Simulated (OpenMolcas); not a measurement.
**F2+: effect of correlating more closed shells**

```yaml
Program: OpenMolcas 26.06
Basis: ANO-RCC-VTZP [4s3p2d1f]
Scalar_Hamiltonian: DKH2, point nucleus
Active_space: 3 electrons in 3 orbitals (2p)
State_averaging: 2S+1 = 4 odd, 1 root; 2S+1 = 2 odd, 8 roots
Spin-orbit_coupling: RASSI with atomic mean-field integrals over the reference wave functions, term energies averaged over their components
```

Methods on the same reference wave functions:
A. CASSCF
B. SS-CASPT2, IPEA 0.25 Eh, imaginary shift 0.1 Eh (closed shells correlated: 2s)
C. SS-CASPT2, IPEA 0.25 Eh, imaginary shift 0.1 Eh (closed shells correlated: 1s 2s)

Energies in cm⁻¹ above 2s² 2p³ ⁴S°_3/2.

```csv
Level,A,B,C
2s² 2p³ ⁴S°_3/2,0.0,0.0,0.0
2s² 2p³ ²D°_3/2,37610,34820,34870
2s² 2p³ ²D°_5/2,37617,34830,34880
2s² 2p³ ²P°_1/2,62416,55010,55030
2s² 2p³ ²P°_3/2,62425,55020,55040
```

Between B and C the level of the table that moves most is 2s² 2p³ ²D°_5/2, by 44 cm-1 (lowest in B, highest in C). Moves below CASPT2's spread within the term are not significant.

From A to B the spin-free energies of the other terms of 2s² 2p³ shown, above ⁴S°, scale by factors of 0.88 to 0.93.

The lowest spin-free term lies below A's lowest term by 0.106 hartree in B, 0.111 hartree in C.

What an inner shell adds also hangs on whether the basis holds functions to correlate it.

CASPT2 breaks the degeneracy within a term, and the mean is taken; among the terms shown or strongly mixed into the levels shown the widest spread is 140 cm-1 (2s² 2p³ ²D°, C). With the s shell closed, the reference lacks s² → p² mixing. Only configurations of the active space appear.

° marks odd parity.
